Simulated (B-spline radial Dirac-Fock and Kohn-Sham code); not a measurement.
These are calculated numbers from a radial finite-basis atomic code; the model is multi-electron Dirac-Fock with separately optimised hole states, Breit and Lamb-shift corrections added in first order. The model has no electron correlation.

**Question.** An atom or ion in its tabulated ground configuration has these computed binding energies (the last is its least bound level). Which is it?

| level | binding energy (eV) |
| --- | --- |
| 2p1/2 | 2909.4 |
| 2p3/2 | 2854.3 |
| 3s | 1204.5 |

**Answer.** Kr²⁵⁺: Z = 36 with 11 electrons, [Ne] 3s1.
